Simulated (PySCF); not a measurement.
PySCF 2.14 output of a UHF calculation on a single atom or ion in def2-SVP with the def2 core potential (28 electrons) (5s3p2d1f, 31 functions), with scalar relativity through the core potential:

```
SCF conv_tol = 1e-09
number electrons alpha = 10  beta = 6
cycle= 1 E= -94.0984682868991  delta_E= -0.0057  |g|= 0.0248  |ddm|= 0.0467
cycle= 2 E= -94.0986528276773  delta_E= -0.000185  |g|= 0.00513  |ddm|= 0.0103
cycle= 3 E= -94.0986672988918  delta_E= -1.45e-05  |g|= 0.00105  |ddm|= 0.00556
cycle= 4 E= -94.0986688047789  delta_E= -1.51e-06  |g|= 0.000504  |ddm|= 0.00195
cycle= 5 E= -94.0986692329554  delta_E= -4.28e-07  |g|= 4.98e-05  |ddm|= 0.00159
cycle= 6 E= -94.0986692360412  delta_E= -3.09e-09  |g|= 8.29e-06  |ddm|= 0.000202
cycle= 7 E= -94.0986692362074  delta_E= -1.66e-10  |g|= 6.48e-07  |ddm|= 7.59e-05
converged SCF energy = -94.0986692362074  <S^2> = 6.0029798  2S+1 = 5.0011918
```

The run itself started from symmetry-adapted Hartree-Fock orbitals and held the occupation by maximum overlap, so the iterations belong to that start.

Which element, charge and spin multiplicity is this?

Ru (ruthenium, neutral), multiplicity 5; the state was [Kr] 4d7 5s1, high-spin 5F determinant.

Energies and moments cover only the electrons outside the core potential.
